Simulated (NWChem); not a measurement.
System: MnHOBr, sextet; SMILES [OH][Mn][Br]

Here is an NWChem input.

```
start job
memory heap 200 mb stack 900 mb global 1100 mb
geometry units angstroms noautoz
  Mn    -0.029627     0.919423     0.020655
  Br     0.055242    -1.422158    -0.029678
  O     -0.191207     2.699562     0.095312
  H      0.334392     3.477008    -0.094441
end
basis spherical
  * library def2-svp
end
dft
  odft
  mult 6
  xc xpbe96 cpbe96
  iterations 150
  mulliken
end
task dft energy
```

Excerpt of the output:

```
             Northwest Computational Chemistry Package (NWChem) 7.3.0
             --------------------------------------------------------

 CS  symmetry detected

                             Geometry "geometry" -> ""
                             -------------------------

 Output coordinates in angstroms (scale by  1.889725989 to convert to a.u.)

  No.       Tag          Charge          X              Y              Z
 ---- ---------------- ---------- -------------- -------------- --------------
    1 Mn                  25.0000     0.01315010     0.94485309     0.00000000
    2 Br                  35.0000    -0.00718617    -1.39871773     0.00000000
    3 O                    8.0000    -0.07491770     2.73169966     0.00000000
    4 H                    1.0000     0.52210518     3.48019579     0.00000000

 Effective nuclear repulsion energy (a.u.)     305.9052285723

      Symmetry information
      --------------------

 Group name             Cs
 Group number              2
 Group order               2
 No. of unique centers     4

  pbe96 is a nonlocal functional; adding pw91lda local functional.

                                 NWChem DFT Module
                                 -----------------

 Summary of "ao basis" -> "ao basis" (spherical)
 ------------------------------------------------------------------------------
       Tag                 Description            Shells   Functions and Types
 ---------------- ------------------------------  ------  ---------------------
 Mn                         def2-svp                11       31   5s3p2d1f
 Br                         def2-svp                12       32   5s4p3d
 O                          def2-svp                 6       14   3s2p1d
 H                          def2-svp                 3        5   2s1p

      Symmetry analysis of basis
      --------------------------

        a'         57
        a"         25

            General Information
            -------------------
          SCF calculation type: DFT
          Wavefunction type:  spin polarized.
          No. of atoms     :     4
          No. of electrons :    69
           Alpha electrons :    37
            Beta electrons :    32
          Charge           :     0
          Spin multiplicity:     6
          Use of symmetry is: on ; symmetry adaption is: on
          Maximum number of iterations: 150
          AO basis - number of functions:    82
                     number of shells:    32
          Convergence on energy requested:  1.00D-06
          Convergence on density requested:  1.00D-05
          Convergence on gradient requested:  5.00D-04

              XC Information
              --------------
          PerdewBurkeErnzerhof Exchange Functional  1.000
            Perdew 1991 LDA Correlation Functional  1.000 local
           PerdewBurkeErnz. Correlation Functional  1.000 non-local

             Grid Information
             ----------------
          Grid used for XC integration:  medium
          Radial quadrature: Mura-Knowles
          Angular quadrature: Lebedev.
          Tag              B.-S. Rad. Rad. Pts. Rad. Cut. Ang. Pts.
          ---              ---------- --------- --------- ---------
          Mn                  1.40      112           9.0       590
          Br                  1.15      112          12.0       590
          O                   0.60       49          11.0       434
          H                   0.35       45          12.0       434
          Grid pruning is: on
          Number of quadrature shells:   318
          Spatial weights used:  Erf1

      Superposition of Atomic Density Guess
      -------------------------------------

 Sum of atomic energies:       -3796.75275975

      Non-variational initial energy
      ------------------------------

 Total energy =   -3796.170001
 1-e energy   =   -5879.893860
 2-e energy   =    1777.818631
 HOMO         =      -0.171383
 LUMO         =      -0.162227

   Symmetry analysis of molecular orbitals - initial alpha
   -------------------------------------------------------

  Numbering of irreducible representations:

     1 a'          2 a"

  Orbital symmetries:

     1 a'          2 a'          3 a'          4 a'          5 a'
     6 a"          7 a'          8 a'          9 a'         10 a"
    11 a'         12 a'         13 a'         14 a'         15 a"
    16 a'         17 a'         18 a'         19 a"         20 a'
    21 a"         22 a'         23 a'         24 a"         25 a'
    26 a'         27 a'         28 a'         29 a"         30 a'
    31 a'         32 a"         33 a'         34 a'         35 a"
    36 a'         37 a"         38 a'         39 a'         40 a'
    41 a"         42 a'         43 a'         44 a'         45 a'
    46 a"         47 a'

   Symmetry analysis of molecular orbitals - initial beta
   ------------------------------------------------------

  Numbering of irreducible representations:

     1 a'          2 a"

  Orbital symmetries:

     1 a'          2 a'          3 a'          4 a'          5 a'
     6 a"          7 a'          8 a'          9 a'         10 a"
    11 a'         12 a'         13 a'         14 a'         15 a"
    16 a'         17 a'         18 a'         19 a"         20 a'
    21 a"         22 a'         23 a'         24 a"         25 a'
    26 a'         27 a'         28 a'         29 a"         30 a'
    31 a'         32 a"         33 a'         34 a'         35 a"
    36 a'         37 a"         38 a'         39 a'         40 a'
    41 a"         42 a'         43 a'         44 a'         45 a'
    46 a"         47 a'

     ---------------------------------------------
      Total Density - Mulliken Population Analysis
     ---------------------------------------------

    Atom       Charge   Shell Charges
 -----------   ------   -------------------------------------------------------
    1 Mn  25    23.81   2.00  2.00  2.00  0.60  0.18  6.00  6.00  0.17  3.37  1.50  0.00
    2 Br  35    35.55   2.00  2.00  2.00  1.37  0.58  6.00  5.99  2.42  3.19  8.23  1.73  0.06
    3 O    8     8.99   1.99  1.10  0.67  3.15  2.06  0.00
    4 H    1     0.65   0.52  0.07  0.06

     --------------------------------------------
      Spin Density - Mulliken Population Analysis
     --------------------------------------------

    Atom       Charge   Shell Charges
 -----------   ------   -------------------------------------------------------
    1 Mn  25     4.84   0.00  0.00  0.00  0.28  0.18  0.00  0.00  0.00  3.13  1.25  0.00
    2 Br  35     0.07   0.00  0.00  0.00  0.00 -0.01  0.00  0.00  0.04  0.03  0.00 -0.00  0.01
    3 O    8     0.08   0.00  0.00 -0.00  0.06  0.02  0.00
    4 H    1     0.01   0.01 -0.00  0.00

   convergence    iter        energy       DeltaE   RMS-Dens  Diis-err
 ---------------- ----- ----------------- --------- --------- ---------
 d= 0,ls=0.0,diis     1  -3799.6371003609 -4.11D+03  2.11D-02  6.75D-01
                                                     3.03D-02  2.82D-01
 d= 0,ls=0.0,diis     2  -3789.3500599019  1.03D+01  1.56D-02  1.98D+01
                                                     2.94D-02  1.77D+01
 d= 0,ls=0.0,diis     3  -3799.8142995138 -1.05D+01  5.25D-03  8.05D-02
                                                     5.88D-03  7.64D-02
 d= 0,ls=0.0,diis     4  -3799.7682266469  4.61D-02  3.04D-03  1.61D-01
                                                     4.08D-03  1.58D-01
 d= 0,ls=0.0,diis     5  -3799.8499191867 -8.17D-02  2.88D-04  7.05D-04
                                                     3.26D-04  7.74D-04
  Resetting Diis
 d= 0,ls=0.0,diis     6  -3799.8501158656 -1.97D-04  1.24D-04  2.73D-04
                                                     1.10D-04  2.06D-04
 d= 0,ls=0.0,diis     7  -3799.8502145581 -9.87D-05  7.28D-05  6.31D-06
                                                     7.04D-05  5.45D-06
 d= 0,ls=0.0,diis     8  -3799.8501950026  1.96D-05  4.49D-05  5.18D-05
                                                     5.86D-05  4.75D-05
 d= 0,ls=0.0,diis     9  -3799.8502165811 -2.16D-05  1.21D-05  2.22D-06
                                                     1.05D-05  1.18D-06
 d= 0,ls=0.0,diis    10  -3799.8502173519 -7.71D-07  8.34D-07  6.32D-09
                                                     1.15D-06  6.59D-09

         Total DFT energy =    -3799.850217351932
      One electron energy =    -5883.949593580368
           Coulomb energy =     1929.973944652127
    Exchange-Corr. energy =     -151.779796995996
 Nuclear repulsion energy =      305.905228572305

 Numeric. integr. density =       69.000002726417

                  Occupations of the irreducible representations
                  ----------------------------------------------

                     irrep           alpha         beta
                     --------     --------     --------
                     a'               27.0         24.0
                     a"               10.0          8.0

                    DFT Final Alpha Molecular Orbital Analysis
                    ------------------------------------------

 Vector   35  Occ=1.000000D+00  E=-2.364645D-01  Symmetry=a'
              MO Center=  1.8D-01,  5.7D-01,  2.2D-14, r^2= 3.0D+00
   Bfn.  Coefficient  Atom+Function         Bfn.  Coefficient  Atom+Function
  ----- ------------  ---------------      ----- ------------  ---------------
     4      0.552700  1 Mn s                 19      0.420409  1 Mn d  2
    46      0.300987  2 Br px                 3     -0.272674  1 Mn s
    43      0.262310  2 Br px                17      0.244749  1 Mn d  0
    24      0.175538  1 Mn d  2              40     -0.176160  2 Br px
    68     -0.158792  3 O  py                67      0.135892  3 O  px

[...]
```

Level: PBE/def2-SVP, spin-unrestricted. Structure relaxed at the PBE0/def2-SVP, spin-unrestricted level. This spin state was assumed; another may lie lower. No stability test was run on the SCF state.
